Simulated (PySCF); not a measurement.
## Ionisation energy of Ni(3+) by level of theory

Ni(3+) [Ar] 3d7 [3d3/2^4 3d5/2^3, M_J = 9/2] → Ni(4+) [Ar] 3d6 [3d3/2^4 3d5/2^2, M_J = 4], as a difference of total energies. Computed with PySCF 2.14 in x2c-SVPall-2c (5s5p3d1f, 42 functions), with the two-component X2C-1e Hamiltonian. Correlated levels: [Ne] frozen; the 6 highest virtual spinors dropped. "Screened" scales the spin-orbit matrix elements by Boettger's factors to mimic the two-electron term; Breit and QED terms are absent.

```tsv
method	ionisation energy (eV)
GHF (spin-free)	53.781
GMP2 (spin-free)	54.768
GHF (screened spin-orbit)	53.817
GMP2 (screened spin-orbit)	54.804
```

How much does correlation contribute at GMP2 (screened spin-orbit)?

54.804 − (53.817) = 0.987 eV, measured against GHF (screened spin-orbit).

Errors of the correlated levels include the incompleteness of this basis and the frozen core.

The labels give the starting determinants; with spin-orbit coupling the two ends relaxed to ⟨J²⟩ = 24.75, ⟨L²⟩ = 12.03, ⟨S²⟩ = 3.74 and ⟨J²⟩ = 20.00, ⟨L²⟩ = 6.02, ⟨S²⟩ = 5.99.

For comparison: 54.92 ± 0.25 eV (semi-empirical (NIST evaluation); NIST Atomic Spectra Database, ionization energies).
